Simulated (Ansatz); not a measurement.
C2H8SSi2, SMILES `C=C[SiH2][SiH2]S`, relaxed with RKS PBE0-D4/def2-TZVP in Ansatz 0.2.0 from a PBE-D4/def2-SVP geometry. The force threshold is 0.005 eV/Å; the program also tests the step.

The species carries charge 0 and has multiplicity 1.

Start:

```xyz
13

C     0.621    0.742   -1.955
C    -0.475    0.720   -1.166
Si   -0.441    1.003    0.694
Si   -0.329   -1.145    1.659
S     1.350   -2.136    0.708
H     1.620    0.999   -1.559
H     0.569    0.519   -3.035
H    -1.445    0.454   -1.629
H    -1.662    1.764    1.144
H     0.802    1.764    1.072
H    -1.626   -1.893    1.473
H    -0.008   -1.126    3.128
H     1.025   -1.665   -0.534
```

Question: How much energy does the relaxation release, and in how many steps? (Best estimate.)

Answer: The calculation gave: 5.66 kJ/mol, in 12 steps, 1 of them rejected.

Question: Which bonds change most? (Estimate.)

Answer: Computed: Si4–S5 from 2.169 to 2.145 Å; S5–H13 from 1.368 to 1.346 Å; Si4–H11 from 1.509 to 1.490 Å; C1–C2 from 1.351 to 1.332 Å.

Question: Give the relaxed structure. (An estimate is asked.)

Answer: The calculation gave: 
```xyz
13

C     0.603    0.823   -1.966
C    -0.463    0.696   -1.178
Si   -0.413    0.969    0.664
Si   -0.335   -1.145    1.669
S     1.291   -2.214    0.766
H     1.565    1.147   -1.579
H     0.559    0.620   -3.033
H    -1.399    0.368   -1.629
H    -1.609    1.733    1.118
H     0.823    1.718    1.016
H    -1.627   -1.867    1.503
H    -0.020   -1.093    3.120
H     1.024   -1.757   -0.471
```
